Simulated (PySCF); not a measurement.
**Dipole response of Os⁶²⁺ (osmium, charge +62)**

[Ne] 3s2 3p2, high-spin 3P determinant. Calculation: PySCF 2.14, in an uncontracted even-tempered set (17 s from 17 bohr⁻², ratio 2.5; 12 p from 23 bohr⁻², ratio 2.5; 4 d from 87 bohr⁻², ratio 2.7; 4 f from 130 bohr⁻², ratio 2.7); the spin-free X2C one-electron Hamiltonian (Gaussian nucleus). Coupled (time-dependent) response in atomic units; α is the mean over directions.

```
method  mean α (bohr³)                  α xx, yy, zz  C₆ (like pair)      S(−4)
   UHF        0.001827  0.002383, 0.001548, 0.001548       5.750e-05  4.603e-06
  PBE0        0.001805  0.002362, 0.001526, 0.001526       5.647e-05  4.511e-06
```

S(−4) is the Cauchy moment in α(ω) = α(0) + S(−4) ω² + …

Spin-orbit coupling is absent.

α(iu) at PBE0:

| u (hartree) | α(iu) (bohr³) |
| --- | --- |
| 0 | 0.001805 |
| 2.00 | 0.001787 |
| 4.00 | 0.001736 |
| 8.00 | 0.001562 |
| 12.0 | 0.001347 |
| 16.0 | 0.001140 |
| 20.0 | 0.0009618 |
| 30.0 | 0.0006486 |
| 40.0 | 0.0004672 |
| 60.0 | 0.0002883 |
| 100 | 0.0001637 |

A single London oscillator, α(iu) = α/(1 + u²/ω²), gives C₆ = (3/4) ω α². Matching the computed C₆ needs ω = 4 × 5.647e-05 / (3 × 0.001805²) = 23.1 hartree.

For an ion, C₆ is the dispersion term alone; charge-induced terms of lower order in 1/R come first.

The components differ because the open shell of this determinant is not spherical; for a pure term their mean is the scalar polarisability.

Spin-orbit coupling is strong in this species (close to jj coupling), so the high-spin LS determinant is a model state, not a physical level.
